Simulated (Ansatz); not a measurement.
Reaction (ligand exchange at the Si–C bond): `CO/C=C/[SiH3]` + `[OH][Cd][O][SiH3]` → `[SiH3][O][Cd][O][SiH3]` + `C=COC`

Calculated with Ansatz (gas phase, PBE0-D4/def2-TZVP geometries, no zero-point term in ΔE). CCSD(T)/CBS adds triple-zeta CCSD(T) − MP2 to the extrapolated MP2 energy (def2 sets, frozen cores). DFT in def2-TZVPP. Elements past krypton have def2 core potentials. For Cd outer-core shells are correlated without core-valence functions, which leaves a few kJ/mol of doubt a bond. Each species was taken in one conformer, which may not be the lowest.

(1) Is it downhill or uphill in electronic energy at CCSD(T)/CBS, and by how much? (An estimate is asked.)

(2) What do these levels give: BLYP-D4, r2SCAN-D4, r2SCAN0-D4, PBE, SCS-MP2/def2-TZVPP, MP2/CBS(def2)? (Best estimate.)

Largest T1 diagnostic among the species: 0.016.

Results:

(1) The calculation gave: Downhill: ΔE = -93.9 kJ/mol.

(2) Ansatz gave: BLYP-D4 -87.5, r2SCAN-D4 -90.0, r2SCAN0-D4 -94.8, PBE -77.4, SCS-MP2/def2-TZVPP -101.8, MP2/CBS(def2) -93.3 kJ/mol.

Leaving LDA and LC-ωPBE aside and taking each functional with its dispersion term where it has one, the values, not all of them listed here, spread over 30.9 kJ/mol, from BHLYP-D4 to revPBE-D4. From r2SCAN to r2SCAN0 (25 % exact exchange), in def2-TZVPP and without D4, ΔE moves by −4.9 kJ/mol. In def2-TZVPP, CCSD(T) changes the Hartree–Fock value by +23.8 kJ/mol (the triples alone add +3.9 kJ/mol) and MP2 by +24.4 kJ/mol.
